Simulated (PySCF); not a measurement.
## Os²⁺ (osmium, charge +2) across methods

[Xe] 4f14 5d5 6p1, high-spin 7P determinant (an excited configuration). Calculation: PySCF 2.14, in def2-TZVPPD with the def2 core potential (60 electrons) (6s5p3d2f1g, 59 functions); a scalar-relativistic core potential.

```tsv
method	E (hartree)	mean ε 5p β (eV)	mean ε 5d α (eV)	mean ε 6p α (eV)	Σ⟨r²⟩ (bohr²)	⟨S²⟩
PBE	-89.3319	-69.635	-28.369	-15.442	41.53	12.000
LC-wPBE	-89.3332	-74.824	-32.949	-17.941	41.42	12.001
TPSS	-89.2967	-69.852	-28.342	-15.317	41.60	12.000
r2SCAN	-89.3582	-70.362	-28.905	-15.513	41.53	12.001
UHF	-88.72714	-77.868	-34.965	-17.343	42.56	12.001
LDA	-89.1004	-69.627	-28.403	-15.626	41.66	12.000
PBE0	-89.3046	-72.031	-30.196	-16.014	41.66	12.000
revPBE	-89.3841	-69.652	-28.334	-15.388	41.47	12.000
B97-3	-89.3108	-72.445	-30.109	-15.937	41.78	12.000
```

Energies and moments cover only the electrons outside the core potential. Spin-orbit coupling, absent here, splits the open shell strongly.
